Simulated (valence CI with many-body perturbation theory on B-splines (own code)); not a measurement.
## I³⁺: electric-dipole lines

Computed by relativistic CI+MBPT: four valence electrons over a frozen Dirac-Fock core [Kr] 4d10, a basis of 11 s, 11 p, 10 d, 8 f, 5 g, 2 h functions for each j, with the one-electron correlation potential Σ1 (screened to all orders), the two-electron term Σ2, the three-electron term Σ3, Breit, model QED; selected single and double excitations, second order for the rest (own B-spline code, finite nucleus).

No measured spectrum was set against this ion. As an estimate, levels hold to about 250 cm⁻¹ or 0.2 % of their energy and the worst to 1 %, as in measured heavy ions of charge 2 to 7; those with d or f electrons hold less well. Among the levels kept, up to 760 cm⁻¹ of a level comes from second order outside the variational space, and about a tenth of that is noise between levels of different J, which matters for small intervals.

Lines 251 to 300 of 541 in falling wavelength, among levels below 269141 cm⁻¹, chosen from the strongest by gf and those to the six lowest levels. Wavelengths and rates use the calculated energies, so an error of 200 cm⁻¹ moves a line at 194.7 nm by 0.39 % and its rate by three times that or more. Electric multipoles are in the length gauge, E1 and E2 with the static RPA response of the core. Weak lines are less certain than strong ones. Lines between different terms over intervals too small for the method are left out, as are lines whose strength nearly cancels. Where a level lies close to another of its J and parity, the split of strength between their lines is uncertain. The highest levels of a list are the least certain.

Names give the largest LS component (configuration and term), which can be under half, so a name can repeat, a term be missing and a line seem to break the LS rules; names also repeat where a configuration has a term twice. Letters in brackets count levels of one name in rising energy.

```
λ vac (nm)                Upper               Lower   A (s⁻¹)  S (a.u.) with core polarisation  S without
     194.7       5s2 5p 6p 3D_3     5s2 5p 5d 3F°_4  4.30e+08                         1.10e+01   1.07e+01
     193.9      5s 5p2 6p 5S°_2  5s 5p2 5d 5D_2 [a]  1.16e+08                         2.09e+00   2.07e+00
     191.6      5s 5p2 6p 5D°_1      5s 5p2 5d 5F_2  3.15e+08                         3.28e+00   3.21e+00
     188.6       4f 5s2 5p 3F_4     5s2 5p 5d 3F°_4  7.82e+07                         2.33e+00   2.42e+00
     188.3       4f 5s2 5p 3G_5     5s2 5p 5d 3F°_4  4.60e+08                         1.67e+01   1.75e+01
     188.2      4f 5s 5p2 5G°_6      5s 5p2 5d 5F_5  5.46e+08                         2.34e+01   2.55e+01
     187.9      5s 5p2 6p 5D°_0      5s 5p2 5d 5F_1  6.94e+08                         2.27e+00   2.23e+00
     187.8   4f 5s2 5p 3F_3 [a]     5s2 5p 5d 3F°_2  1.31e+08                         3.01e+00   3.16e+00
     186.8      4f 5s 5p2 5D°_4      5s 5p2 5d 5F_4  7.25e+07                         2.10e+00   2.24e+00
     186.5      5s 5p2 6p 5D°_2      5s 5p2 5d 5F_3  4.85e+08                         7.76e+00   7.58e+00
     186.3      4f 5s 5p2 5D°_2      5s 5p2 5d 5D_1  1.75e+08                         2.80e+00   3.02e+00
     186.2      4f 5s 5p2 5G°_5      5s 5p2 5d 5F_4  2.77e+08                         9.72e+00   1.07e+01
     186.1      4f 5s 5p2 5D°_3  5s 5p2 5d 5D_2 [a]  1.64e+08                         3.66e+00   3.89e+00
     185.8      4f 5s 5p2 5G°_4      5s 5p2 5d 5F_3  4.81e+08                         1.37e+01   1.49e+01
     185.6      5s 5p2 6p 5D°_3      5s 5p2 5d 5F_4  2.03e+08                         4.49e+00   4.26e+00
     184.9      5s 5p2 6p 5P°_1      5s 5p2 5d 5D_1  2.39e+08                         2.23e+00   2.22e+00
     183.9      5s2 5p 5g 3G°_5      5s 5p2 5d 5F_4  2.74e+08                         9.25e+00   1.01e+01
     182.8      4f 5s 5p2 5G°_3      5s 5p2 5d 5F_2  4.58e+08                         9.68e+00   1.05e+01
     181.7      4f 5s 5p2 5G°_2      5s 5p2 5d 5F_1  4.03e+08                         5.97e+00   6.51e+00
     180.6      4f 5s 5p2 5F°_1      5s 5p2 5d 5D_0  2.28e+08                         1.99e+00   2.15e+00
     179.2      5s 5p2 6p 5D°_2      5s 5p2 5d 5F_2  1.48e+08                         2.09e+00   2.05e+00
     179.0      5s2 5p 5g 1F°_3      5s 5p2 5d 5F_4  1.34e+08                         2.66e+00   2.65e+00
     177.4      4f 5s 5p2 5D°_3      5s 5p2 5d 5F_4  2.00e+08                         3.86e+00   3.90e+00
     174.2      5s 5p2 6p 5D°_3      5s 5p2 5d 5F_3  9.70e+07                         1.77e+00   1.79e+00
     169.7       4f 5s2 5p 3G_3     5s2 5p 5d 1D°_2  2.08e+08                         3.51e+00   3.75e+00
     169.3  5s2 5p 5g 3G°_3 [b]      4f 5s2 5p 1D_2  1.30e+08                         2.19e+00   2.20e+00
     166.9       4f 5s2 5p 3F_4     5s2 5p 5d 3F°_3  1.25e+08                         2.59e+00   2.77e+00
     166.6      5s2 5p 5g 3F°_3      4f 5s2 5p 1D_2  1.19e+08                         1.90e+00   1.88e+00
     165.9      5s2 5p 5g 1F°_3      4f 5s2 5p 1D_2  3.74e+08                         5.89e+00   6.01e+00
     163.9      5s2 5p 5g 3G°_5      4f 5s2 5p 1G_4  1.41e+08                         3.36e+00   3.40e+00
     162.0   4f 5s2 5p 3F_3 [b]     5s2 5p 5d 3F°_2  1.49e+08                         2.19e+00   2.36e+00
     161.4      5s2 5p 5g 1H°_5      4f 5s2 5p 1G_4  6.14e+08                         1.40e+01   1.41e+01
     152.2      5s2 5p 5g 3F°_2      4f 5s2 5p 3D_1  6.46e+08                         5.62e+00   5.65e+00
     151.9      5s2 5p 5g 3F°_3        5p4 3P_2 [a]  3.22e+08                         3.90e+00   4.21e+00
     150.7  5s2 5p 5g 3G°_3 [b]      4f 5s2 5p 3D_2  4.35e+08                         5.15e+00   5.18e+00
     149.9         5s 5p3 5S°_2        5s2 5p2 3P_2  5.36e+06                         4.45e-02   6.11e-02
     149.0       4f 5s2 5p 3G_3        5s 5p3 3P°_2  1.90e+08                         2.17e+00   2.37e+00
     148.9  5s2 5p 5g 3G°_3 [a]      4f 5s2 5p 3F_2  7.17e+08                         8.18e+00   8.21e+00
     147.9  5s2 5p 5g 3F°_4 [b]      4f 5s2 5p 3D_3  6.28e+08                         9.02e+00   9.09e+00
     146.2      5s2 5p 5g 3H°_5      4f 5s2 5p 3G_4  8.75e+08                         1.48e+01   1.50e+01
     144.9  5s2 5p 5g 3F°_4 [a]  4f 5s2 5p 3F_3 [a]  6.42e+08                         8.68e+00   8.71e+00
     144.8      5s2 5p 5g 3H°_4  4f 5s2 5p 3F_3 [a]  2.28e+08                         3.08e+00   3.10e+00
     141.5      4f 5s 5p2 5G°_5      4f 5s2 5p 3F_4  3.68e+08                         5.67e+00   5.61e+00
     140.4  5s2 5p 5g 3F°_4 [a]      4f 5s2 5p 3G_3  1.89e+08                         2.33e+00   2.34e+00
     140.3      5s2 5p 5g 3H°_4      4f 5s2 5p 3G_3  7.39e+08                         9.07e+00   9.15e+00
     140.2      5s2 5p 5g 3G°_5      4f 5s2 5p 3F_4  3.23e+08                         4.84e+00   4.91e+00
     139.7  5s2 5p 5g 3F°_4 [b]      4f 5s2 5p 3F_4  1.13e+08                         1.37e+00   1.39e+00
     139.1      5s2 5p 5g 3H°_6      4f 5s2 5p 3G_5  9.56e+08                         1.65e+01   1.66e+01
     138.8      5s2 5p 5g 1G°_4  4f 5s2 5p 3F_3 [b]  6.56e+08                         7.79e+00   7.81e+00
     138.4      5s2 5p 5g 1H°_5      4f 5s2 5p 3F_4  1.53e+08                         2.20e+00   2.22e+00
```
